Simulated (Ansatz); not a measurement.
Input and output for C8H20N2Si2 (`C[Si](C)(C)/N=C/C=N/[Si](C)(C)C`).

```yaml
crystal:
  periodic: [false, false, false]
  atoms:
    - {symbol: C, position_ang: [-2.968406, 2.214410, -1.552109]}
    - {symbol: Si, position_ang: [-3.207798, 1.024133, -0.125368]}
    - {symbol: C, position_ang: [-4.423283, -0.314386, -0.590293]}
    - {symbol: C, position_ang: [-3.769540, 1.940914, 1.400865]}
    - {symbol: N, position_ang: [-1.723024, 0.201474, 0.318779]}
    - {symbol: C, position_ang: [-0.600384, 0.370258, -0.230977]}
    - {symbol: C, position_ang: [0.592989, -0.377176, 0.223893]}
    - {symbol: N, position_ang: [1.716466, -0.205574, -0.323287]}
    - {symbol: Si, position_ang: [3.201757, -1.026250, 0.122820]}
    - {symbol: C, position_ang: [3.781398, -1.919958, -1.410307]}
    - {symbol: C, position_ang: [2.956520, -2.236350, 1.531781]}
    - {symbol: C, position_ang: [4.406119, 0.312418, 0.615687]}
    - {symbol: H, position_ang: [-2.244952, 2.997287, -1.308970]}
    - {symbol: H, position_ang: [-3.913959, 2.705738, -1.798539]}
    - {symbol: H, position_ang: [-2.620202, 1.701395, -2.452648]}
    - {symbol: H, position_ang: [-5.404254, 0.111583, -0.817860]}
    - {symbol: H, position_ang: [-4.082716, -0.865242, -1.470611]}
    - {symbol: H, position_ang: [-4.542379, -1.027746, 0.228389]}
    - {symbol: H, position_ang: [-3.879855, 1.254896, 2.243779]}
    - {symbol: H, position_ang: [-3.047072, 2.710303, 1.684546]}
    - {symbol: H, position_ang: [-4.732586, 2.429562, 1.229650]}
    - {symbol: H, position_ang: [-0.399527, 1.059374, -1.067682]}
    - {symbol: H, position_ang: [0.391483, -1.068474, 1.058643]}
    - {symbol: H, position_ang: [4.744965, -2.406823, -1.236969]}
    - {symbol: H, position_ang: [3.896368, -1.221965, -2.242711]}
    - {symbol: H, position_ang: [3.064919, -2.688414, -1.711171]}
    - {symbol: H, position_ang: [2.238606, -3.019062, 1.272217]}
    - {symbol: H, position_ang: [3.902316, -2.726718, 1.779188]}
    - {symbol: H, position_ang: [2.598791, -1.737190, 2.436356]}
    - {symbol: H, position_ang: [4.055620, 0.848930, 1.500955]}
    - {symbol: H, position_ang: [5.387620, -0.111395, 0.845002]}
    - {symbol: H, position_ang: [4.527702, 1.037845, -0.191943]}
basis:
  gaussian: {orbitals: def2-SVPD}
hamiltonian: {xc: {name: B97}}
```

```sh
$ ansatz run in.yaml --threads 11 --pin off --events-out ev --progress --plain --max-ram 110592MiB --backend cuda --devices 0, --max-vram 75GiB
```

Shortened log:

```
Functional definition: B97
3456 factors; their error is unknown
mean field evaluation 1: about -27313.2682 eV, gradient 1.1e2 eV
mean field evaluation 2: about -27300.8140 eV, gradient 1.3e2 eV
mean field evaluation 4: about -27341.2647 eV, gradient 6.8e0 eV
mean field evaluation 8: about -27341.3675 eV, gradient 1.2e-1 eV
mean field evaluation 16: about -27341.3821 eV, gradient 4.4e-4 eV
mean field -27341.38207681 eV, -1004.7772586684 hartree, gradient 6.7e-5 eV, S^2 0.000000; 0 other end points of the search recorded, 0 dependent functions left out
reference -27341.38213192 eV, -1004.7772606935 hartree; 55, 55 occupied and 353, 353 virtual orbitals, 3456 factors
Total energy: -27341.38213192 eV, -1004.7772606935 hartree
```

Hardware: 11 threads of an AMD EPYC 7R13 on a shared host and a whole NVIDIA H100 80 GB. Wall time 2 s, peak host memory 1.1 GiB.
